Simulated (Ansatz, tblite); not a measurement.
Isomers of Na$_{2}$Li$_{5}$⁻ (singlet), found by a short tight-binding search and relaxed with PBE/def2-TZVPD in Ansatz.

The xTB rows come from tblite. Correlated methods freeze 2 core orbitals; core or outer-core shells of Li, Na are correlated, in sets that lack core-valence functions.

Run but left out: HF/def2-TZVPPD (A: restricted singlet, unstable towards broken spin symmetry).

A: The restricted singlet is unstable towards broken spin symmetry in Hartree–Fock (as tested in another run); at PBE/def2-TZVPD, r2SCAN/def2-TZVPD, PBE0/def2-TZVPD, CAM-B3LYP/def2-TZVPD and others this wasn't settled. At PBE/def2-TZVPD, r2SCAN/def2-TZVPD the highest occupied level of the charge -1 singlet lies above zero (up to 0.23 eV). By energy differences its removal costs 1.05 eV (vertical, to the charge 0 doublet, at PBE/def2-TZVPD); a positive level beside a positive removal energy at the same level points to self-interaction error. At CCSD(T)/def2-TZVPPD the restricted singlet (for correlated methods, its reference) is unstable: a solution with broken spin symmetry lies lower. B: The restricted singlet is unstable towards broken spin symmetry in Hartree–Fock (as tested in another run); at PBE/def2-TZVPD, r2SCAN/def2-TZVPD, PBE0/def2-TZVPD, CAM-B3LYP/def2-TZVPD and others this wasn't settled. At PBE/def2-TZVPD, r2SCAN/def2-TZVPD the highest occupied level of the charge -1 singlet lies above zero (up to 0.19 eV). The electron is either unbound and held by the finite basis, or the level is raised by self-interaction error. At CCSD(T)/def2-TZVPPD the restricted singlet (for correlated methods, its reference) is unstable: a solution with broken spin symmetry lies lower. C: The restricted singlet is unstable towards broken spin symmetry in Hartree–Fock (as tested in another run); at PBE/def2-TZVPD, r2SCAN/def2-TZVPD, PBE0/def2-TZVPD, CAM-B3LYP/def2-TZVPD and others this wasn't settled. At PBE/def2-TZVPD, r2SCAN/def2-TZVPD the highest occupied level of the charge -1 singlet lies above zero (up to 0.32 eV). The electron is either unbound and held by the finite basis, or the level is raised by self-interaction error. At CCSD(T)/def2-TZVPPD the restricted singlet (for correlated methods, its reference) is unstable: a solution with broken spin symmetry lies lower.

Other spin states weren't relaxed.

A:

```xyz
7

Li   -1.9369   -0.5408   -0.5561
Li    0.4446    0.3304   -2.0191
Li    0.6929   -0.5793    0.8411
Li   -1.5179    0.1159    2.4441
Li   -0.6629    1.9759    0.1246
Na    2.6452    1.6259    0.2232
Na    0.3350   -2.9281   -1.0579
```

B:

```csv
atom,x (Å),y (Å),z (Å)
Li1,-1.607,1.324,0.118
Li2,0.153,-1.052,-0.443
Li3,-2.569,-1.591,-0.183
Li4,1.239,1.622,0.463
Li5,2.866,-0.956,0.119
Na6,0.160,1.031,-2.563
Na7,-0.241,-0.379,2.489
```

C:

Cartesian coordinates in Å:
```
Li 0.681 -1.142 -1.195
Li -0.574 1.175 1.204
Li 2.079 -0.249 1.319
Li -2.215 -0.860 -0.353
Li 1.663 1.670 -0.752
Na -1.208 1.510 -2.062
Na -0.426 -2.104 1.839
```

Estimate their order by electronic energy at PBE0/def2-TZVPD, counted from the lowest.

A (0.0) < C (2.8) < B (4.1), in kcal/mol.

Do the other levels pick the same lowest one?

All that were run do. Energies above each level's lowest (kcal/mol):

```
               level    A    B    C
            GFN2-xTB  0.0  4.7  0.1
      PBE/def2-TZVPD  0.0  4.4  2.3
   r2SCAN/def2-TZVPD  0.0  3.7  1.9
     PBE0/def2-TZVPD  0.0  4.1  2.8
CAM-B3LYP/def2-TZVPD  0.0  4.8  5.5
  ωB97M-V/def2-TZVPD  0.0  4.4  4.6
     MP2/def2-TZVPPD  0.0  3.7  0.6
    CCSD/def2-TZVPPD  0.0  3.4  3.4
 CCSD(T)/def2-TZVPPD  0.0  3.3  1.5
```
Point groups (tolerance 0.1 Å): A not assigned, B not assigned, C not assigned. Lower isomers may exist.
